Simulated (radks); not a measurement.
The numbers below are computed, except where a source is named.
Ionisation of Ir+, [Xe] 4f14 5d7 6s1, to Ir2+, [Xe] 4f14 5d7, under several functionals. Dirac Kohn-Sham, spin-unpolarised, spherical densities, point nucleus; open shells are shared between the two j in proportion to 2j + 1; a radial shooting solver on a logarithmic mesh with Libxc functionals. Known Delta-SCF values: OLYP 17.130 eV. What does exchange-only LDA give, and what is its highest occupied eigenvalue?

Answer. 16.708 eV by Delta-SCF; the 6s1/2 eigenvalue is -12.789 eV. NIST: 17.0 eV (semi-empirical).

Beside tabulated values, note that spin-unpolarised runs miss the spin-polarisation part of the exchange energy of open shells.
